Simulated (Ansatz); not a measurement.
Frontier orbitals of CH$_{4}$Cl$_{2}$FNOW (`C[N]=[W]([OH])([F])([Cl])[Cl]`).

```xyz
11

C     0.768    0.684   -1.660
N     0.299    0.081   -0.479
W    -0.572   -0.645    0.838
O     0.313    0.200    2.242
F    -0.044   -2.374    0.416
Cl   -1.973   -1.701    2.439
Cl   -2.483    0.398    0.116
H     1.171   -0.069   -2.345
H    -0.061    1.204   -2.156
H     1.553    1.415   -1.440
H     1.030    0.806    2.029
```

The species carries charge 0 and has multiplicity 1. Correlated methods include outer-core shells of W, which these sets cover unevenly. W takes the def2 core potential. The geometry is a stationary point of PBE0-D4/def2-TZVP. It is one conformer, not always the lowest. Basis def2-TZVPP, the Gaussian-basis code of Ansatz.

A caution on the coupled-cluster cation, which keeps the state that its UHF reference found: large T1 diagnostic of the cation; spin contamination of the cation.

```
functional  HOMO (eV)  LUMO (eV)  gap (eV)
       PBE      -6.73      -3.07      3.66
    r2SCAN      -7.08      -3.05      4.03
    B97M-V      -7.18      -3.04      4.14
      PBE0      -8.11      -2.41      5.70
 CAM-B3LYP      -9.44      -1.41      8.03
   ωB97X-V     -10.47      -0.38     10.09
   ωB97M-V     -10.32      -0.42      9.90
```

Task: What is the vertical ionisation energy at frozen-core CCSD(T)/def2-TZVPP? (An estimate is asked.)

Result: Ansatz gave: 10.28 eV (T1 of the cation 0.050).

From PBE to PBE0 the HOMO moves by −1.38 eV and the LUMO by +0.66 eV, and with ωB97M-V by −3.58 and +2.65 eV, so the gap grows from 3.66 to 9.90 eV with exact exchange. −ε(HOMO) differs from that ionisation energy by −3.55 eV with PBE and +0.04 eV with ωB97M-V.
